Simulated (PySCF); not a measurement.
**Question.** Write Cartesian coordinates for `[SiH3]C(Cl)=C=CCl` as optimised with PBE0-D3(BJ)/def2-TZVP.

**Answer.** 
```
atom  x, y, z in Å
Si1   -1.6857   -0.5511    0.1047
C2    -0.2320    0.5656    0.4940
Cl3   -0.5335    1.8194    1.6708
C4     0.9388    0.4336   -0.0523
C5     2.0822    0.2591   -0.6424
Cl6    3.3149   -0.7693   -0.0114
H7    -2.1137   -1.2272    1.3536
H8    -1.2488   -1.5403   -0.9089
H9    -2.7983    0.2814   -0.4149
H10    2.3484    0.7490   -1.5710
```

Orientation and origin are arbitrary. Atoms count from 1 in this order. The C–Cl distances run from 1.725 Å (C5–Cl6, drawn single) to 1.746 Å (C2–Cl3, drawn single), a spread of 0.021 Å. Si1 (SiH3 silicon) is tetrahedral (angles from 108.1° to 110.9°).

Bonds between heavy atoms (Å): Si1–C2 1.874, C2–Cl3 1.746, C2=C4 1.299, C4=C5 1.299, C5–Cl6 1.725.

Method: PBE0-D3(BJ)/def2-TZVP geometry optimisation, gas phase (PySCF 2.14.0).

Point group: C1 (no symmetry element, even within 0.4 Å). No PBE0-D3(BJ)/def2-TZVP frequencies stand behind this structure, so it isn't proved a minimum.
